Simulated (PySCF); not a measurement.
C₆H₁₅Ga (SMILES C[CH2][Ga]([CH2]C)[CH2]C), singlet, geometry from GFN2-xTB (such geometries of metal compounds can be far from the true shape); BLYP/STO-3G run with PySCF.

Input for PySCF:
```python
from pyscf import gto, scf, dft

mol = gto.M(
    atom='''
Ga    0.207657   -0.185788    0.084844
C     2.154496   -0.002436   -0.624378
C     2.525846    1.456652   -0.902600
H     2.263508   -0.594333   -1.542318
H     2.859659   -0.431642    0.098562
H     2.464874    2.048647    0.012034
H     1.842252    1.895010   -1.631854
H     3.540870    1.541996   -1.294334
C    -0.592775   -2.081479    0.385458
C    -1.856641   -2.035299    1.249408
H     0.157765   -2.729765    0.855878
H    -0.828813   -2.543126   -0.581944
H    -2.606578   -1.383296    0.798397
H    -1.628767   -1.646265    2.243132
H    -2.296489   -3.027276    1.365163
C    -0.969287    1.492289    0.408382
C    -1.905765    1.747015   -0.780625
H    -0.342698    2.378233    0.568783
H    -1.572397    1.364266    1.316153
H    -2.547394    0.882319   -0.960021
H    -1.332788    1.931531   -1.690883
H    -2.545617    2.612663   -0.600787
''',
    basis='sto-3g',
    charge=0,
    spin=0,
    verbose=4,
)

mf = dft.RKS(mol)
mf.xc = 'blyp'
mf.kernel()
mf.analyze()
```

What the program printed (banner, timings and long lists left out):

```
PySCF version 2.14.0

[INPUT] verbose = 4
[INPUT] num. atoms = 22
[INPUT] num. electrons = 82
[INPUT] charge = 0
[INPUT] spin (= nelec alpha-beta = 2S) = 0
[INPUT] symmetry False subgroup None
[INPUT] Mole.unit = angstrom
[INPUT] Symbol           X                Y                Z      unit          X                Y                Z       unit  Magmom
[...]
nuclear repulsion = 535.566008468351
number of shells = 41
number of NR pGTOs = 189
number of NR cGTOs = 63
basis = sto-3g
ecp = {}

******** <class 'pyscf.dft.rks.RKS'> ********
method = RKS
initial guess = minao
damping factor = 0
level_shift factor = 0
DIIS = <class 'pyscf.scf.diis.CDIIS'>
diis_start_cycle = 1
diis_space = 8
diis_damp = 0
SCF conv_tol = 1e-09
SCF conv_tol_grad = None
SCF max_cycles = 50
direct_scf = True
direct_scf_tol = 1e-13
XC library pyscf.dft.libxc version 7.1.2
    S. Lehtola, C. Steigemann, M. J. T. Oliveira, and M. A. L. Marques,  SoftwareX 7, 1–5 (2018)
XC functionals = blyp
    A. D. Becke,  Phys. Rev. A 38, 3098 (1988)
    C. Lee, W. Yang, and R. G. Parr,  Phys. Rev. B 37, 785 (1988)
    B. Miehlich, A. Savin, H. Stoll, and H. Preuss,  Chem. Phys. Lett. 157, 200 (1989)
radial grids:
    Treutler-Ahlrichs [JCP 102, 346 (1995); DOI:10.1063/1.469408] (M4) radial grids

becke partition: Becke, JCP 88, 2547 (1988); DOI:10.1063/1.454033
pruning grids: <function nwchem_prune>
grids dens level: 3
symmetrized grids: False
atomic radii adjust function: <function treutler_atomic_radii_adjust>
small_rho_cutoff = 0
Set gradient conv threshold to 3.16228e-05
Initial guess from minao.
tot grids = 252736
init E= -2134.5998855206
[...]
cycle= 1 E= -2136.54009942215  delta_E= -1.94  |g|= 0.693  |ddm|=  5.4
[...]
cycle= 2 E= -2096.17674274877  delta_E= 40.4  |g|= 6.28  |ddm|= 11.1

WARN: HOMO 0.0732699522544641 == LUMO 0.0739162015399835

cycle= 3 E= -2135.74503901495  delta_E= -39.6  |g|= 1.15  |ddm|= 10.6
[...]
cycle= 4 E= -2136.68040499775  delta_E= -0.935  |g|= 0.403  |ddm|= 3.28
[...]
cycle= 5 E= -2136.75375851336  delta_E= -0.0734  |g|= 0.251  |ddm|= 0.658
[...]
cycle= 6 E= -2136.70600642315  delta_E= 0.0478  |g|= 0.38  |ddm|= 0.565
[...]
cycle= 7 E= -2136.69459110379  delta_E= 0.0114  |g|= 0.391  |ddm|= 0.129
[...]
cycle= 8 E= -2136.69476335048  delta_E= -0.000172  |g|= 0.391  |ddm|= 0.0246
[...]
cycle= 9 E= -2136.69507222767  delta_E= -0.000309  |g|= 0.391  |ddm|= 0.00809
[...]
cycle= 10 E= -2136.69679803263  delta_E= -0.00173  |g|= 0.388  |ddm|= 0.0271

WARN: HOMO -0.0138927442011131 == LUMO -0.013220437496433

cycle= 11 E= -2135.91106411072  delta_E= 0.786  |g|= 1.03  |ddm|=  3.2

WARN: HOMO -0.0149718425285785 == LUMO -0.0143664582135386

cycle= 12 E= -2135.89045350604  delta_E= 0.0206  |g|= 1.01  |ddm|= 1.73
[...]
cycle= 13 E= -2136.71909109587  delta_E= -0.829  |g|= 0.346  |ddm|= 3.21
[...]
cycle= 14 E= -2136.71654825667  delta_E= 0.00254  |g|= 0.355  |ddm|= 0.177
[...]
cycle= 15 E= -2136.73528190492  delta_E= -0.0187  |g|= 0.322  |ddm|= 0.194
[...]
cycle= 16 E= -2136.72648006575  delta_E= 0.0088  |g|= 0.332  |ddm|= 0.24
[...]
cycle= 17 E= -2136.71754126615  delta_E= 0.00894  |g|= 0.351  |ddm|= 0.149
[...]
cycle= 18 E= -2136.72643429764  delta_E= -0.00889  |g|= 0.334  |ddm|= 0.164
[...]
cycle= 19 E= -2136.72012039313  delta_E= 0.00631  |g|= 0.342  |ddm|= 0.192
[...]
cycle= 20 E= -2136.7233018607  delta_E= -0.00318  |g|= 0.342  |ddm|= 0.161
[...]
cycle= 21 E= -2135.79041895893  delta_E= 0.933  |g|= 1.13  |ddm|= 3.23

WARN: HOMO -0.0173908250571536 == LUMO -0.0170614926914556

cycle= 22 E= -2135.94052769396  delta_E= -0.15  |g|= 1.04  |ddm|= 1.97
[...]
cycle= 23 E= -2136.74891864055  delta_E= -0.808  |g|= 0.262  |ddm|= 3.17

WARN: HOMO -0.00580169210217341 == LUMO -0.00525754395116751

cycle= 24 E= -2135.6460495728  delta_E=  1.1  |g|= 1.26  |ddm|= 3.17
[...]
cycle= 25 E= -2135.85676867769  delta_E= -0.211  |g|= 1.05  |ddm|=  2.9
[...]
cycle= 26 E= -2135.86303942212  delta_E= -0.00627  |g|= 1.04  |ddm|= 0.0519
[...]
cycle= 27 E= -2135.86664330875  delta_E= -0.0036  |g|= 1.03  |ddm|= 0.069
[...]
cycle= 28 E= -2135.85950581553  delta_E= 0.00714  |g|= 1.04  |ddm|= 0.0484
[...]
cycle= 29 E= -2135.86413568365  delta_E= -0.00463  |g|= 1.03  |ddm|= 0.0934
[...]
cycle= 30 E= -2135.87356185125  delta_E= -0.00943  |g|= 1.02  |ddm|= 0.159

WARN: HOMO -0.0148562698691405 == LUMO -0.0139409472409049

cycle= 31 E= -2135.9467809187  delta_E= -0.0732  |g|= 0.999  |ddm|= 0.435
[...]
cycle= 32 E= -2136.44403414137  delta_E= -0.497  |g|= 0.729  |ddm|=  3.4
[...]
cycle= 33 E= -2136.65647501773  delta_E= -0.212  |g|= 0.411  |ddm|= 1.09
[...]
cycle= 34 E= -2135.01699868395  delta_E= 1.64  |g|=  2.1  |ddm|= 3.64

WARN: HOMO 0.0420021554510231 == LUMO 0.0428877208119777

cycle= 35 E= -2135.46958711344  delta_E= -0.453  |g|= 1.59  |ddm|= 2.96

WARN: HOMO 0.0326248825032468 == LUMO 0.0331071148125017

cycle= 36 E= -2135.56422865075  delta_E= -0.0946  |g|= 1.46  |ddm|= 2.38

WARN: HOMO 0.0578157541652107 == LUMO 0.058599023908929

cycle= 37 E= -2135.3383897028  delta_E= 0.226  |g|= 1.76  |ddm|= 1.04

WARN: HOMO 0.0427192009834435 == LUMO 0.0437179662737677

cycle= 38 E= -2135.43705220529  delta_E= -0.0987  |g|= 1.62  |ddm|= 2.28

WARN: HOMO 0.0260494843973503 == LUMO 0.026952235756059

cycle= 39 E= -2135.55760635826  delta_E= -0.121  |g|= 1.47  |ddm|= 2.52
[...]
cycle= 40 E= -2135.67093377513  delta_E= -0.113  |g|=  1.3  |ddm|= 1.13
[...]
cycle= 41 E= -2136.74165350022  delta_E= -1.07  |g|= 0.294  |ddm|= 3.19

WARN: HOMO 0.00866725194430412 == LUMO 0.00959142351033476

cycle= 42 E= -2135.78518223493  delta_E= 0.956  |g|= 1.16  |ddm|= 3.22
[...]
cycle= 43 E= -2136.72665704783  delta_E= -0.941  |g|= 0.324  |ddm|= 3.22
[...]
cycle= 44 E= -2136.73462128731  delta_E= -0.00796  |g|= 0.305  |ddm|= 0.119
[...]
cycle= 45 E= -2135.83704364796  delta_E= 0.898  |g|= 1.09  |ddm|=  3.2
[...]
cycle= 46 E= -2136.74559521031  delta_E= -0.909  |g|= 0.284  |ddm|= 3.19
[...]
cycle= 47 E= -2136.72915565814  delta_E= 0.0164  |g|= 0.316  |ddm|= 0.313
[...]
cycle= 48 E= -2135.81189543051  delta_E= 0.917  |g|= 1.11  |ddm|= 3.21
[...]
cycle= 49 E= -2136.73813538606  delta_E= -0.926  |g|= 0.295  |ddm|= 3.21
[...]
cycle= 50 E= -2136.74902187247  delta_E= -0.0109  |g|= 0.292  |ddm|= 0.653
SCF not converged.
SCF energy = -2136.74902187247
**** SCF Summaries ****
Total Energy =                       -2136.749021872468802
Nuclear Repulsion Energy =             535.566008468351242
One-electron Energy =                -4050.050508666907717
Two-electron Energy =                 1377.735478326087787
Two-electron Coulomb Energy =         1491.290987429723600
DFT Exchange-Correlation Energy =     -113.555509103635742
HOMO-LUMO gap [eV] =                     0.060287497671032
**** MO energy ****
[...]
 ** Mulliken pop on meta-lowdin orthogonal AOs  **
 ** Mulliken pop  **
 ** Mulliken atomic charges  **
charge of    0Ga =      0.10664
charge of    1C =     -0.11472
charge of    2C =     -0.13005
charge of    3H =      0.04074
charge of    4H =      0.04346
charge of    5H =      0.04070
charge of    6H =      0.03947
charge of    7H =      0.03911
charge of    8C =     -0.10766
charge of    9C =     -0.12998
charge of   10H =      0.03904
charge of   11H =      0.04138
charge of   12H =      0.04004
charge of   13H =      0.03921
charge of   14H =      0.03954
charge of   15C =     -0.10458
charge of   16C =     -0.11499
charge of   17H =      0.03560
charge of   18H =      0.04085
charge of   19H =      0.03706
charge of   20H =      0.03723
charge of   21H =      0.04191
Dipole moment(X, Y, Z, Debye): -0.11501,  0.04146, -0.01750
```

Convergence was not reached.
